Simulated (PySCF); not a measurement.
**How methods differ on the ionisation energy of Cd¹⁹⁺**

Cd¹⁹⁺ [Ar] 3d10 4s1 [4s1/2^1, M_J = 1/2] → Cd²⁰⁺ [Ar] 3d10, as a difference of total energies. Calculation: PySCF 2.14, in an uncontracted even-tempered set (17 s from 1.2 bohr⁻², ratio 2.8; 13 p from 1.5 bohr⁻², ratio 2.8; 8 d from 2.7 bohr⁻², ratio 2.8; 4 f from 6.8 bohr⁻², ratio 3); the two-component X2C-1e Hamiltonian. Correlated levels: [Ne] frozen; the 74 highest virtual spinors dropped. "Screened" scales the spin-orbit matrix elements by Boettger's factors to mimic the two-electron term; Breit and QED terms are absent.

```tsv
method	ionisation energy (eV)
GHF (spin-free)	542.01
GMP2 (spin-free)	543.13
GHF (screened spin-orbit)	541.99
GMP2 (screened spin-orbit)	543.12
```

**Question.** How much does correlation contribute at GMP2 (screened spin-orbit)?

**Answer.** 543.12 − (541.99) = 1.13 eV, measured against GHF (screened spin-orbit).

Breit and QED terms and the two-electron picture change are absent.

For comparison: 546.19 ± 0.17 eV (semi-empirical (NIST evaluation); NIST Atomic Spectra Database, ionization energies).
